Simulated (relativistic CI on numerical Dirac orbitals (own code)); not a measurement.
## Ag3+ (4d8) in a crystal field

Calculated by Dirac-Coulomb-Breit CI, orbitals from a KLI potential per configuration, QED by a radiative potential, valence Slater integrals scaled by 0.7, one configuration in a parametric crystal field (own radial code).

Field parameters in Wybourne normalisation: Oh B⁴₀ = 21Dq, B⁴₄ = √(5/14) B⁴₀. The field is a parameter set, without covalency.

S is read from ⟨S²⟩ = S(S + 1).

Powder χT (cm³ K mol⁻¹) by Van Vleck's formula, with temperature-independent terms:

| Field | 2 K | 5 K | 10 K | 20 K | 50 K | 100 K | 200 K | 300 K |
| --- | --- | --- | --- | --- | --- | --- | --- | --- |
| Oh, 10Dq = 6000 cm⁻¹ | 2.02 | 2.02 | 2.02 | 2.03 | 2.04 | 2.05 | 2.09 | 2.12 |
| Oh, 10Dq = 15550 cm⁻¹ | 1.47 | 1.47 | 1.47 | 1.47 | 1.48 | 1.48 | 1.5 | 1.51 |
| Oh, 10Dq = 20350 cm⁻¹ | 1.37 | 1.37 | 1.37 | 1.37 | 1.37 | 1.38 | 1.39 | 1.4 |
| Oh, 10Dq = 25100 cm⁻¹ | 1.3 | 1.3 | 1.3 | 1.3 | 1.3 | 1.31 | 1.32 | 1.32 |
| Oh, 10Dq = 29900 cm⁻¹ | 1.25 | 1.25 | 1.25 | 1.25 | 1.26 | 1.26 | 1.27 | 1.27 |
| Oh, 10Dq = 34700 cm⁻¹ | 1.22 | 1.22 | 1.22 | 1.22 | 1.22 | 1.22 | 1.23 | 1.24 |
| Oh, 10Dq = 39500 cm⁻¹ | 1.19 | 1.19 | 1.19 | 1.19 | 1.2 | 1.2 | 1.2 | 1.21 |
| Oh, 10Dq = 44250 cm⁻¹ | 1.17 | 1.17 | 1.17 | 1.17 | 1.18 | 1.18 | 1.18 | 1.19 |

Task: For Oh, 10Dq = 34700 cm⁻¹: what effective moment follows at 300 K?

Result: μ_eff = √(8χT) = 3.15 μB. The ground level has S = 1.00; the spin-only moment for S = 1 is 2.83 μB. The difference comes from the orbital moment, spin-orbit mixing of terms and temperature-independent paramagnetism, all larger in this ionic model than in covalent complexes.
